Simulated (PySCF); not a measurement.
## Relaxation of singlet HgH₂

Method: PBE0/[Hg def2-TZVP with ECP60, H def2-TZVP], scalar-relativistic core potentials, density fitting, no spin–orbit coupling, PySCF. A (50,194) grid was used.

A hand-made side-on start, of C2v symmetry, held to at least that symmetry:

```xyz
3
charge 0 multiplicity 1, angstrom
Hg    0.0000    0.0000   -0.0161
H     0.4200    0.0000    1.6136
H    -0.4200    0.0000    1.6136
```

Optimiser trace:
```csv
step,E − E(last) (kJ/mol),largest gradient (Eh/bohr)
0,273.99,0.13504
1,172.23,0.08906
2,89.32,0.04660
3,45.74,0.02485
4,22.40,0.01285
5,11.35,0.00681
6,5.61,0.00360
7,2.65,0.00189
8,1.16,0.00092
9,0.49,0.00051
10,0.15,0.00018
11,0.07,0.00012
12,0.00,0.00000
```

It ends at C2v with H–H 0.746 Å. The molecule has come apart into Hg + H₂. No frequency check is given, so it may be a saddle point.

Final geometry:
```xyz
3
charge 0 multiplicity 1, angstrom
Hg    0.0000    0.0000   -1.7331
H     0.3730    0.0000    2.4721
H    -0.3730    0.0000    2.4721
```

No spin–orbit coupling is included, which matters more the heavier the element.

The relaxation took about 18 core-seconds on a shared host.
